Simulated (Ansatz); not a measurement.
The same ligand exchange along the group O, S, Se.

Computed with Ansatz on PBE0-D4/def2-TZVP structures; ΔE is electronic, products minus reactants. CCSD(T)/CBS adds triple-zeta CCSD(T) − MP2 to the extrapolated MP2 energy (def2 sets, frozen cores). This one scheme is used for every species. For Se outer-core shells are correlated without core-valence functions, which leaves a few kJ/mol of doubt a bond. Scalar relativity is left out up to krypton. One conformer a species, not always the lowest.

```tsv
reaction	MP2/CBS(def2) (kcal/mol)
`O[Si](F)(F)F` + H–F → `F[Si](F)(F)F` + H₂O	-7.6
`F[Si](F)(F)S` + H–F → `F[Si](F)(F)F` + H₂S	-20.6
`F[Si](F)(F)[SeH]` + H–F → `F[Si](F)(F)F` + H₂Se	-20.2
```

Give the CCSD(T)/CBS values in the same order. (Best estimate.)

Ansatz gave: -7.8, -21.6, -21.5 kcal/mol.

Largest T1 diagnostic: 0.012, for `F[Si](F)(F)S`.
